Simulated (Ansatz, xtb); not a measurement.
## Ranking isomers of FGeH2NSi

5 gas-phase structures of FGeH2NSi, found in a search over its isomers (lower ones may exist). Each was relaxed with GFN2-xTB:

A. `F[Si@H]1[NH+]=[Ge-]1`, a singlet
B. a singlet given by its coordinates
C. a singlet given by its coordinates
D. `[H]/N=[SiH]\[Ge][F]`, a singlet
E. `F[SiH2][N+]#[Ge-]`, a singlet

C (Å):

```xyz
6

F     1.5500   -1.3439   -0.2920
Ge   -1.0777    1.7047    1.2108
N    -0.0268    0.2736    0.7890
Si    0.9662    0.1765   -0.6054
H    -0.6320    2.5272   -0.1418
H    -0.0132   -0.5269    1.4132
```

Close contacts (Å): F1–Si4 1.66, Ge2–N3 1.82, N3–Si4 1.71, Ge2–H5 1.64, N3–H6 1.02.

B (Å):

```xyz
6

F    -1.9055   -1.6396   -2.6861
Ge   -2.3690    0.0796   -2.1022
N    -0.9644    0.3445   -1.0016
Si    0.4103   -0.1800   -0.3287
H     1.7429    0.0730   -0.8739
H     0.4881   -0.8929    0.9455
```

Close contacts (Å): F1–Ge2 1.87, Ge2–N3 1.80, N3–Si4 1.62, Si4–H5 1.46, Si4–H6 1.46.

Estimate their order in r2SCAN-D4/def2-SVP energy at these geometries, lowest first.

Calculated order at r2SCAN-D4/def2-SVP: E (0.0), A (15.5), C (20.2), B (41.7), D (65.7) kcal/mol.

Energies above the lowest of each column, in kcal/mol; the last columns are at B3LYP-D3(BJ)/def2-SVP geometries and were run for some of them only (a dash: not run or not comparable):

```tsv
structure	GFN2-xTB	HF/STO-3G	r2SCAN-D4/def2-SVP	B3LYP-D3(BJ)/def2-SVP	CCSD(T)/def2-TZVP
E	0.0	0.0	0.0	0.0	0.0
A	30.0	28.4	15.5	14.5	16.0
C	29.4	19.3	20.2	17.1	21.8
B	5.8	72.0	41.7	–	–
D	38.8	97.7	65.7	–	–
```

Every level run on E puts it lowest or level with the lowest. Some further structures that were screened fall inside this span and aren't listed. Flexible structures stand in one conformer each, not always the lowest. Frequencies (B3LYP-D3(BJ)/def2-SVP) were run for A, C, E alone.

Over these structures GFN2-xTB departs from r2SCAN-D4/def2-SVP by 18.9 kcal/mol on average once a common shift is removed. A GFN2-xTB relaxation took about 0.1 s and the r2SCAN-D4/def2-SVP energy about 1.2 s on a shared host (Ansatz 0.2.0, xtb 6.7.1).
